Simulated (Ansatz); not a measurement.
`N#C[Si](F)(F)Cl` + CH₃SH → `CS[Si](F)(F)Cl` + `C#N` at 500 K and 1 bar (ligand exchange at the Si–C bond).

Computed with Ansatz on PBE0-D4/def2-TZVP structures; ΔE is electronic, products minus reactants. CCSD(T)/CBS adds triple-zeta CCSD(T) − MP2 to the extrapolated MP2 energy (def2 sets, frozen cores). This one scheme is used for every species. Each species was taken in one conformer, which may not be the lowest.

```tsv
species	CCSD(T)/CBS energy (Eh)	H − E (kJ/mol)	S (J/(mol·K))
`N#C[Si](F)(F)Cl`	-1041.37860	85.0	397.8
CH₃SH	-438.22835	145.1	283.7
`CS[Si](F)(F)Cl`	-1386.30078	175.6	448.3
`C#N`	-93.32098	60.1	220.8
```

H − E and S are ideal-gas, rigid-rotor, harmonic terms from PBE0-D4/def2-TZVP, for one conformer and one mirror image of each species. 1 Eh = 2625.50 kJ/mol, R = 8.31446 J/(mol·K).

Q: By hand: ΔE, ΔH, ΔS and ΔG.

A: ΔE = (-1386.30078) + (-93.32098) − (-1041.37860) − (-438.22835) = -0.01481 Eh = -38.9 kJ/mol. Δ(H − E) = 175.6 + 60.1 − 85.0 − 145.1 = 5.6, so ΔH = -33.3 kJ/mol. ΔS = 448.3 + 220.8 − 397.8 − 283.7 = -12.4 J/(mol·K). ΔG = -33.3 − 500 × (-12.4)/1000 = -27.1 kJ/mol.

Q: By hand: the equilibrium constant, and the temperature at which ΔG would vanish if ΔH and ΔS stayed fixed.

A: log₁₀ K = −ΔG/(RT ln 10) = 2.8. ΔG = 0 at ΔH/ΔS = 2685 K, far beyond where these terms or the molecules hold.

The number of gas molecules stays the same, so ΔS is small and ΔH decides. A doubt of 5 kJ/mol in ΔE shifts log₁₀ K by 0.5 here. Other conformers and mirror images would add mixing entropy, several J/(mol·K) or more a flexible species. Modes under 60 cm⁻¹, often nearly free rotors, make the harmonic entropy too high. These are equilibria of isolated gas molecules and say nothing of rates. Largest T1 diagnostic: 0.014 (customary marks: 0.02 for closed shells, 0.045 for open ones).
